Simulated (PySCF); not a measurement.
Ga(Me)(OH)2(OH2), CH7GaO3, singlet, PBE0/def2-SVP optimised geometry. Atoms within 1.6 Å of the plane z = 0.6 Å (x, y, z in Å): Ga1 (-0.06, -0.35, 0.00), C2 (-1.17, 1.26, 0.00), H3 (-1.23, 1.69, 1.01), H4 (-2.20, 1.03, -0.33), H5 (-0.76, 2.03, -0.67), O6 (-0.63, -1.99, 0.55), H7 (-1.45, -2.03, 1.06), O8 (1.76, -0.35, 0.00), H9 (2.20, 0.48, 0.22).

Computed with PBE0/def2-TZVP (PySCF). Cells within 0.4 Å of a nucleus heavier than hydrogen are left out (blank, or x).

Map of the Laplacian of the electron density (e/bohr⁵), clipped to [-1.50, 1.50] on the plane z = 0.6 Å:

```
|55555555555555555555555555555|
|55555555555555555555555555555|
|55555555555555555555555555555|
|55555555555555555555555555555|
|55555555555555555555555555555|
|55555555555555555555555555555|
|55555555555555555555555555555|
|55555555555555555555555555555|
|55555555554555555555555555555|
|55555555542355555555555555555|
|55555555553455555555555555555|
|55555555555555555555555555555|
|55555555555555555555555555555|
|55555555555556655555555555555|
|55555555555569985566665555555|
|55555555555579996566665555555|
|55555555555569995566665555555|
|55555555555556765555555555555|
|55555555555665555555555555555|
|555555555565x3655555555555555|
|55555555555xxx655555555555555|
|555555555561x0655555555555555|
|55555555556666655555555555555|
|55555555555555555555555555555|
|55555555555555555555555555555|
|55555555555555555555555555555|
|55555555555555555555555555555|
|55555555555555555555555555555|
|55555555555555555555555555555|
```
Scale: ten equal steps from -1.50 (start of '0') to 1.50 (end of '9'), in the order '0123456789'; x runs from -4.50 to 4.50, y from -4.50 (bottom) to 4.50 (top).
